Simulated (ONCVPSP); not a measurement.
**Before and after: ONCV potential for Cl (Z = 17)**

| Quantity | Value |
| --- | --- |
| Element | chlorine |
| Generator | ONCVPSP 4.0.1 |
| Type | optimised norm-conserving Vanderbilt (ONCV) |
| Functional | PBE |
| Relativity | scalar-relativistic |
| Frozen core | [Ne] |
| Valence charge | 7 |
| Reference configuration | 3s1.75 3p5.25 |
| Partial waves | 3s: rc 1.35 bohr, ncon 3, nbas 7, qcut 3.8 1/bohr, 2 projectors, debl 0.9 Ha; 3p: rc 1.50 bohr, ncon 4, nbas 7, qcut 4.6 1/bohr, 2 projectors, debl 3.4 Ha |
| Local potential | polynomial inside 0.95 bohr (lpopt 1, dvloc0 -1 Ha) |
| Core correction | none |

Change: s: nbas 6.

Cutoffs: the cutoffs (Ha) at which the residual kinetic energy of the hardest occupied pseudo-wave falls to 1 and 0.1 mHa per electron; they do not see the model core or the augmentation charge, which bear on the density cutoff. Errors are all-electron minus pseudo energies relative to the spin-unpolarised reference configuration.

Question: How do hardness, ghosts and transferability respond?

Answer: The potential gets softer (67 Ha and 109 Ha → 46 Ha and 78 Ha); of the 4 tests that both files solve, the error grows in 0 and shrinks in 2 by more than 15 % and 0.3 meV (median size 1.8 → 0.9 meV); neither file shows a bound ghost.

```tsv
quantity	base	changed
cutoff, loose	67 Ha	46 Ha
cutoff, tight	109 Ha	78 Ha
loose cutoff by channel	s 67 Ha, p 7.6 Ha	s 46 Ha, p 7.6 Ha
bound ghosts	none	none
GHOST(+) flags under 300 eV	s at 192.1 eV	s at 200.8 eV
error for 3s2 3p5, meV [ΔE -3.03 eV]	-0.9	-0.5
error for 3s2 3p4, meV [ΔE 10.85 eV]	+1.4	+1.3
error for 3s2 3p3, meV [ΔE 36.29 eV]	+16	+14
error for 3s1 3p5, meV [ΔE 23.56 eV]	+2.2	+0.4
s: phases at 1.37 bohr within 0.05 rad from the reference energy up to (Ha; the scan ends near 5)	to the end of the scan	to the end of the scan
p: phases at 1.53 bohr within 0.05 rad from the reference energy up to (Ha; the scan ends near 5)	to the end of the scan	to the end of the scan
```
